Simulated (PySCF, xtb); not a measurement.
C₂H₈AlOP, SMILES C[O][Al]([CH3])[PH2].

xtb with GFN2-xTB at its own geometry gives an orbital gap of 3.39 eV and a dipole moment of 1.79 D.

Coordinates come from a PBE-D3(BJ)/def2-SVP optimisation. The structure was generated by enumeration; whether it is a known compound was not checked. Other conformers were not sampled.

What does PBE0/def2-TZVP (PySCF) give? (The exact figures need the calculation; the answer reports its results.)

gap 6.57 eV (levels -7.05 and -0.48 eV), dipole 0.62 D.
